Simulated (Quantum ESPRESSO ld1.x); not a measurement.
Input file for ld1.x (Quantum ESPRESSO 7.5):

```
 &input
    zed=59.0,
    iswitch=1,
    rel=2,
    dft='PW91',
    config='[Xe] 4f3 6s2',
    rel_dist='average',
    verbosity='high',
    lsmall=.true.,
    prefix='ld1',
    max_out_wfc=37,
    file_charge='ld1.rho',
 /
```

It prints (banner and zero overlaps left out):

```
     Program LD1 v.7.5 starts

 classical turning point too close to mesh           4           3           3   [2 such lines]
 classical turning point too close to mesh           4           3          -4   [2 such lines]
     --------------------------- All-electron run ----------------------------

     dirac relativistic calculation

     atomic number is 59.00
     dft =PW91   lsd =0 sic =0 latt =0  beta=0.20 tr2=1.0E-14
     Exchange-correlation= PW91
                           (   1   4   2   2   0   0   0)
     mesh =2087 r(mesh) = 100.53064 a.u. xmin = -8.00 dx = 0.00800
     1 Ry =  13.60569312 eV, c = 137.03599908

     n l j   nl                  e(Ry)          e(Ha)          e(eV)
     Spin orbit split results
     1 0 0.5 1S 1( 2.00)   -3071.078481941   -1535.539240970 -41784.1513819
     2 0 0.5 2S 1( 2.00)    -493.850489287    -246.925244644  -6719.1782059
     2 1 0.5 2P 1( 2.00)    -466.749155125    -233.374577563  -6350.4457700
     2 1 1.5 2P 1( 4.00)    -431.291865547    -215.645932773  -5868.0247691
     3 0 0.5 3S 1( 2.00)    -106.541510164     -53.270755082  -1449.5710921
     3 1 0.5 3P 1( 2.00)     -95.016369772     -47.508184886  -1292.7635688
     3 1 1.5 3P 1( 4.00)     -87.992111456     -43.996055728  -1197.1936657
     4 0 0.5 4S 1( 2.00)     -21.175250375     -10.587625188   -288.1039584
     4 1 0.5 4P 1( 2.00)     -16.863122428      -8.431561214   -229.4344689
     4 1 1.5 4P 1( 4.00)     -15.350001900      -7.675000950   -208.8474153
     3 2 1.5 3D 1( 4.00)     -67.880412485     -33.940206243   -923.5600613
     3 2 2.5 3D 1( 6.00)     -66.366489463     -33.183244731   -902.9620893
     5 0 0.5 5S 1( 2.00)      -2.868053938      -1.434026969    -39.0218617
     5 1 0.5 5P 1( 2.00)      -1.723424629      -0.861712314    -23.4483866
     5 1 1.5 5P 1( 4.00)      -1.518316698      -0.759158349    -20.6577511
     4 2 1.5 4D 1( 4.00)      -8.271461088      -4.135730544   -112.5389612
     4 2 2.5 4D 1( 6.00)      -8.006047711      -4.003023855   -108.9278283
     4 3 2.5 4F 1( 1.29)      -0.110046569      -0.055023284     -1.4972598
     4 3 3.5 4F 1( 1.71)      -0.085034678      -0.042517339     -1.1569557
     6 0 0.5 6S 1( 2.00)      -0.256945918      -0.128472959     -3.4959273
     Averaged results
     1 0     1S 1( 2.00)   -3071.078481941   -1535.539240970 -41784.1513819
     2 0     2S 1( 2.00)    -493.850489287    -246.925244644  -6719.1782059
     2 1     2P 1( 6.00)    -443.110962073    -221.555481036  -6028.8317694
     3 0     3S 1( 2.00)    -106.541510164     -53.270755082  -1449.5710921
     3 1     3P 1( 6.00)     -90.333530894     -45.166765447  -1229.0503001
     4 0     4S 1( 2.00)     -21.175250375     -10.587625188   -288.1039584
     4 1     4P 1( 6.00)     -15.854375409      -7.927187705   -215.7097665
     3 2     3D 1(10.00)     -66.972058672     -33.486029336   -911.2012781
     5 0     5S 1( 2.00)      -2.868053938      -1.434026969    -39.0218617
     5 1     5P 1( 6.00)      -1.586686008      -0.793343004    -21.5879629
     4 2     4D 1(10.00)      -8.112213062      -4.056106531   -110.3722815
     4 3     4F 1( 3.00)      -0.095754060      -0.047877030     -1.3028003
     6 0     6S 1( 2.00)      -0.256945918      -0.128472959     -3.4959273

     final scf error:  4.5E-15 reached in  34 iterations

     Etot =  -18487.545953 Ry,   -9243.772977 Ha, -251535.876834 eV

     Ekin =   19886.972918 Ry,    9943.486459 Ha,  270576.050661 eV
     Encl =  -45111.324144 Ry,  -22555.662072 Ha, -613770.832674 eV
     Eh   =    7172.494513 Ry,    3586.247256 Ha,   97586.759266 eV
     Exc  =    -435.689239 Ry,    -217.844620 Ha,   -5927.854088 eV

     normalization and overlap integrals

     s(1S/1S) =  1.000000  <r> =   0.0241  <r2> =    0.0008  r(max) =   0.0154
     LC norm =  0.95219410 + SC norm =  0.04780590 =  1.00000000
     s(2S/2S) =  1.000000  <r> =   0.1026  <r2> =    0.0125  r(max) =   0.0874
     LC norm =  0.98958979 + SC norm =  0.01041021 =  1.00000000
     s(2P/2P) =  1.000000  <r> =   0.0860  <r2> =    0.0091  r(max) =   0.0666
     LC norm =  0.98954892 + SC norm =  0.01045108 =  1.00000000
     s(2P/2P) =  1.000000  <r> =   0.0923  <r2> =    0.0104  r(max) =   0.0721
     LC norm =  0.99019920 + SC norm =  0.00980080 =  1.00000000
     s(3S/3S) =  1.000000  <r> =   0.2720  <r2> =    0.0847  r(max) =   0.2492
     LC norm =  0.99679127 + SC norm =  0.00320873 =  1.00000000
     s(3P/3P) =  1.000000  <r> =   0.2617  <r2> =    0.0796  r(max) =   0.2356
     LC norm =  0.99685004 + SC norm =  0.00314996 =  1.00000000
     s(3P/3P) =  1.000000  <r> =   0.2740  <r2> =    0.0871  r(max) =   0.2472
     LC norm =  0.99702964 + SC norm =  0.00297036 =  1.00000000
     s(4S/4S) =  1.000000  <r> =   0.6224  <r2> =    0.4373  r(max) =   0.5772
     LC norm =  0.99900726 + SC norm =  0.00099274 =  1.00000000
     s(4P/4P) =  1.000000  <r> =   0.6402  <r2> =    0.4664  r(max) =   0.5865
     LC norm =  0.99907585 + SC norm =  0.00092415 =  1.00000000
     s(4P/4P) =  1.000000  <r> =   0.6681  <r2> =    0.5077  r(max) =   0.6105
     LC norm =  0.99913588 + SC norm =  0.00086412 =  1.00000000
     s(3D/3D) =  1.000000  <r> =   0.2452  <r2> =    0.0709  r(max) =   0.1992
     LC norm =  0.99715013 + SC norm =  0.00284987 =  1.00000000
     s(3D/3D) =  1.000000  <r> =   0.2491  <r2> =    0.0730  r(max) =   0.2024
     LC norm =  0.99720235 + SC norm =  0.00279765 =  1.00000000
     s(5S/5S) =  1.000000  <r> =   1.5079  <r2> =    2.5581  r(max) =   1.3478
     LC norm =  0.99978951 + SC norm =  0.00021049 =  1.00000000
     s(5P/5P) =  1.000000  <r> =   1.7059  <r2> =    3.3064  r(max) =   1.4836
     LC norm =  0.99983537 + SC norm =  0.00016463 =  1.00000000
     s(5P/5P) =  1.000000  <r> =   1.7964  <r2> =    3.6702  r(max) =   1.5565
     LC norm =  0.99985073 + SC norm =  0.00014927 =  1.00000000
     s(4D/4D) =  1.000000  <r> =   0.7215  <r2> =    0.6045  r(max) =   0.6303
     LC norm =  0.99928589 + SC norm =  0.00071411 =  1.00000000
     s(4D/4D) =  1.000000  <r> =   0.7316  <r2> =    0.6213  r(max) =   0.6405
     LC norm =  0.99930192 + SC norm =  0.00069808 =  1.00000000
     s(4F/4F) =  1.000000  <r> =   1.1937  <r2> =    2.0876  r(max) =   0.6883
     LC norm =  0.99966491 + SC norm =  0.00033509 =  1.00000000
     s(4F/4F) =  1.000000  <r> =   1.2236  <r2> =    2.2350  r(max) =   0.6938
     LC norm =  0.99967257 + SC norm =  0.00032743 =  1.00000000
     s(6S/6S) =  1.000000  <r> =   4.4906  <r2> =   22.8917  r(max) =   3.8438
     LC norm =  0.99997693 + SC norm =  0.00002307 =  1.00000000

     LC charge = 58.75395733 + SC charge =  0.24604267 = 59.00000000

     ------------------------ End of All-electron run ------------------------
```

Run on one thread of a shared host, so times are rough (Intel(R) Xeon(R) Processor @ 2.60GHz): 0.82 s of CPU time, 1.2 s wall, 34 iterations on 2087 mesh points.
